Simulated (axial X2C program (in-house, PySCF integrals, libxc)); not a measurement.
Results of a calculation; reference values are marked as such.
AlNi: input and output

Program: an in-house relativistic program for diatomic molecules.

Input:
```json
{"zs": [28, 13], "q": 0, "bas": ["dyall-cv3z", "dyall-v3z"], "levels": ["PBE0", "HF", "BLYP"], "cc": true, "r0": 2.36, "thr": -2.0, "nmax": 90, "npts": 10, "nst": 2, "ntry": 6}
```
```bash
python so2c.py task.json out
```

Keys: zs atomic numbers; q charge; bas basis sets; levels methods; cc coupled cluster on or off; r0 starting distance in Å; thr threshold in hartree for freezing inner shells (an s shell follows its p shell); nmax most natural virtual spinors; npts points on the curve; nst determinants followed; ntry starts of the search. HF also brings MP2.

Output of the PBE0 step, 2c, at R = 2.353 Å for the state Ω = 5/2. It starts from the PBE0 orbitals of the search at 2.360 Å.

```
two-component X2C + atomic mean field  PBE0
basis functions 154  fitting functions 906  grid points 5079
iter        total energy     max residual
   1      -1762.673405471     2.07e-01
   2      -1762.684428684     1.63e-03
   3      -1762.684439595     4.61e-04
   4      -1762.684442384     2.04e-04
   5      -1762.684442889     1.71e-05
   6      -1762.684442892     2.32e-05
   7      -1762.684442895     1.27e-05
   8      -1762.684442896     3.12e-06
converged
one-electron -2612.62322053  Coulomb 850.74654789  exact exchange -20.10539957  xc functional -62.08626722  nuclear repulsion 81.86166799  atomic mean-field constant -0.47777144
```
Energies are in hartree; totals compare only within one Hamiltonian and basis.
